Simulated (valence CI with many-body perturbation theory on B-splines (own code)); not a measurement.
**Energy levels of Os XXVII**

Calculated by relativistic CI+MBPT: four valence electrons over a frozen Dirac-Fock core [Kr] 4d10, a basis of 7 s, 7 p, 7 d, 7 f, 4 g, 2 h functions for each j, with the one-electron correlation potential Σ1 (screened to all orders), the two-electron term Σ2, the three-electron term Σ3, Breit, model QED; selected single and double excitations, second order for the rest, scaled by the run's own slope (own B-spline code, finite nucleus).

No measured spectrum was set against this ion. As an estimate, large intervals hold to a few tenths of a per cent, small ones and those within an open d or f shell to about a per cent. Excitations out of the core, of the other parity, are not computed and may begin above about 171 eV (a cautious bound); beyond it only levels of the ground parity were kept, without lifetimes.

Levels 1 to 45 of 203, with energies above the lowest level, (4f5/2^4) J=4. "Leading %" is the weight of the configuration and term that name the level; weights of strongly mixed levels are sums over their largest components and can fall short. In the jj column 3d3/2^4 stands for four electrons in 3d with j = 3/2. Lifetimes count E1, E2, E3, M1 and M2 decay at the calculated energies, and are blank where another channel may lead or the interval is too uncertain; long ones can be off by a factor of two.

```
No.  Configuration  Term   J  E (eV)  Leading %      g  Second component  Lifetime              Leading jj
  1            4f⁴    ⁵I   4   0.000         78  0.649       19 % 4f⁴ ³H                    4f5/2^4 (63 %)
  2            4f⁴    ⁵I   5   2.232         89  0.911        9 % 4f⁴ ³H   3.21 ms    4f5/2^3 4f7/2 (80 %)
  3            4f⁴    ⁵I   6   4.025         85  1.049       10 % 4f⁴ ³K   5.19 ms  4f5/2^2 4f7/2^2 (55 %)
  4            4f⁴    ⁵F   2   4.551         32  0.936       22 % 4f⁴ ³F    42.4 s          4f5/2^4 (83 %)
  5            4f⁴    ⁵I   7   5.366         66  1.115       24 % 4f⁴ ³K   15.8 ms    4f5/2^3 4f7/2 (43 %)
  6            4f⁴    ⁵F   1   5.678         78  0.127       20 % 4f⁴ ³D   30.4 ms    4f5/2^3 4f7/2 (90 %)
  7            4f⁴    ³G   4   5.867         28  1.018       15 % 4f⁴ ³H   1.48 ms    4f5/2^3 4f7/2 (60 %)
  8            4f⁴    ⁵I   8   6.424         45  1.146       33 % 4f⁴ ³K   59.9 ms    4f5/2^3 4f7/2 (50 %)
  9            4f⁴    ⁵F   3   6.631         62  1.132       19 % 4f⁴ ³G   6.83 ms    4f5/2^3 4f7/2 (85 %)
 10            4f⁴    ⁵G   2   7.049         56  0.595       21 % 4f⁴ ⁵F   9.62 ms    4f5/2^3 4f7/2 (81 %)
 11            4f⁴    ⁵S   2   7.288         55  1.660       25 % 4f⁴ ³P   11.6 ms    4f5/2^3 4f7/2 (67 %)
 12            4f⁴    ⁵G   3   7.435         56  0.939       21 % 4f⁴ ³G   3.01 ms    4f5/2^3 4f7/2 (94 %)
 13            4f⁴    ³K   6   7.977         81  0.892       11 % 4f⁴ ⁵I   1.04 ms  4f5/2^2 4f7/2^2 (58 %)
 14            4f⁴    ³G   5   8.431         31  1.201       29 % 4f⁴ ⁵F   2.52 ms    4f5/2^3 4f7/2 (54 %)
 15            4f⁴    ³L   7   8.560         52  0.982       26 % 4f⁴ ⁵I   1.43 ms    4f5/2^3 4f7/2 (45 %)
 16            4f⁴    ⁵F   4   8.870         67  1.228       11 % 4f⁴ ³H   1.73 ms  4f5/2^2 4f7/2^2 (72 %)
 17            4f⁴    ³M   8   9.254         40  1.035       32 % 4f⁴ ⁵I   2.27 ms    4f5/2^3 4f7/2 (46 %)
 18            4f⁴    ⁵G   4  10.264         64  1.038       24 % 4f⁴ ³H    813 μs  4f5/2^2 4f7/2^2 (80 %)
 19            4f⁴    ⁵F   2  10.514         28  1.154       24 % 4f⁴ ³D    969 μs  4f5/2^2 4f7/2^2 (78 %)
 20            4f⁴    ³G   3  10.625         54  0.882       25 % 4f⁴ ⁵G   1.13 ms  4f5/2^2 4f7/2^2 (88 %)
 21            4f⁴    ⁵F   5  10.720         50  1.262       21 % 4f⁴ ⁵G   2.10 ms  4f5/2^2 4f7/2^2 (53 %)
 22            4f⁴    ⁵D   0  11.101         58              40 % 4f⁴ ³P    859 ms          4f5/2^4 (70 %)
 23            4f⁴    ³P   1  11.323         58  1.032       25 % 4f⁴ ³D   1.20 ms  4f5/2^2 4f7/2^2 (88 %)
 24            4f⁴    ³F   2  11.492         36  1.060       35 % 4f⁴ ¹D   1.21 ms  4f5/2^2 4f7/2^2 (66 %)
 25            4f⁴    ³I   5  11.842         55  0.955       20 % 4f⁴ ¹H   1.38 ms  4f5/2^2 4f7/2^2 (58 %)
 26            4f⁴    ³L   8  11.950         64  1.003       28 % 4f⁴ ¹L   2.76 ms  4f5/2^2 4f7/2^2 (91 %)
 27            4f⁴    ³M   9  12.073         61  1.047       39 % 4f⁴ ³L   2.21 ms  4f5/2^2 4f7/2^2 (97 %)
 28            4f⁴    ³H   5  12.078         47  1.121       41 % 4f⁴ ⁵G   1.33 ms  4f5/2^2 4f7/2^2 (48 %)
 29            4f⁴    ³F   4  12.082         50  1.200       16 % 4f⁴ ⁵D   1.45 ms  4f5/2^2 4f7/2^2 (73 %)
 30            4f⁴    ⁵G   6  12.157         56  1.237       31 % 4f⁴ ³H   2.32 ms  4f5/2^2 4f7/2^2 (57 %)
 31            4f⁴    ³D   3  12.191         45  1.256       26 % 4f⁴ ³F   2.39 ms  4f5/2^2 4f7/2^2 (80 %)
 32            4f⁴    ³P   0  12.382         88              12 % 4f⁴ ⁵D   4.72 ms  4f5/2^2 4f7/2^2 (94 %)
 33            4f⁴    ³K   7  12.566         52  0.979       36 % 4f⁴ ³L    622 μs    4f5/2 4f7/2^3 (68 %)
 34            4f⁴    ⁵D   1  12.623         81  1.497       18 % 4f⁴ ³P   8.01 ms    4f5/2^3 4f7/2 (82 %)
 35            4f⁴    ³F   2  12.994         50  0.719       21 % 4f⁴ ⁵G    599 μs  4f5/2^2 4f7/2^2 (90 %)
 36            4f⁴    ³I   6  13.109         48  1.101       35 % 4f⁴ ³H   4.28 ms  4f5/2^2 4f7/2^2 (69 %)
 37            4f⁴    ³M   8  13.131         36  1.044       33 % 4f⁴ ³K    828 μs  4f5/2^2 4f7/2^2 (42 %)
 38            4f⁴    ³F   4  13.412         28  1.082       22 % 4f⁴ ³H   1.51 ms    4f5/2^3 4f7/2 (64 %)
 39            4f⁴    ⁵D   2  13.922         80  1.456       10 % 4f⁴ ³P   4.34 ms  4f5/2^2 4f7/2^2 (59 %)
 40            4f⁴    ³I   7  13.944         64  1.089       24 % 4f⁴ ¹K   1.97 ms  4f5/2^2 4f7/2^2 (77 %)
 41            4f⁴    ³G   4  14.200         56  1.079       15 % 4f⁴ ³F    903 μs    4f5/2 4f7/2^3 (56 %)
 42            4f⁴    ³H   6  14.214         50  1.120       19 % 4f⁴ ¹I   1.09 ms  4f5/2^2 4f7/2^2 (50 %)
 43            4f⁴    ³M  10  14.468         84  1.081       16 % 4f⁴ ¹N   11.1 ms  4f5/2^2 4f7/2^2 (69 %)
 44            4f⁴    ⁵D   3  14.838         43  1.308       26 % 4f⁴ ³D   1.69 ms  4f5/2^2 4f7/2^2 (49 %)
 45            4f⁴    ³F   3  15.398         67  1.128       14 % 4f⁴ ⁵D    967 μs    4f5/2 4f7/2^3 (52 %)
```

Where two levels of one J and parity lie close, their mixing, g and order are uncertain.

The ionisation energy to 4f³ ⁴I°9/2 of the next ion comes out as 844.29 eV (NIST: 870 ± 40 eV (theoretical)). All 203 levels together are meant to be complete up to 171.124 eV.
